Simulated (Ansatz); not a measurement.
Reactions of C8H18, SMILES `CCCC(C)(C)CC`.

Isolated molecules relaxed with PBE0-D4/def2-TZVP in Ansatz; ΔE leaves out vibrations. CBS: MP2 limit from def2 TZ/QZ plus the TZ coupled-cluster correction, frozen cores. Functionals use def2-TZVPP. One conformer a species, not always the lowest.

| reaction | r2SCAN-D4 (kcal/mol) | B2PLYP (kcal/mol) |
| --- | --- | --- |
| `CCCC(C)(C)CC` + `N[Si](O)(O)O` → `CO[Si](N)(O)O` + `CCCC(C)CC` | 14.0 | 12.4 |
| `CCCC(C)(C)CC` + `O[SiH2]S` → `CS[SiH2]O` + `CCC(C)(C)CC` | 2.6 | 2.8 |
| `CCCC(C)(C)CC` → `CCCC(C)C(C)C` | 1.2 | 0.6 |
| `CCCC(C)(C)CC` → `CCCC(CC)CC` | 2.3 | 1.5 |

Task: Give the CCSD(T)/CBS values in the same order. (Estimate.)

Result: Computed: 15.5, 3.2, 1.4, 2.6 kcal/mol.

Largest T1 diagnostic: 0.011, for `O[SiH2]S`.
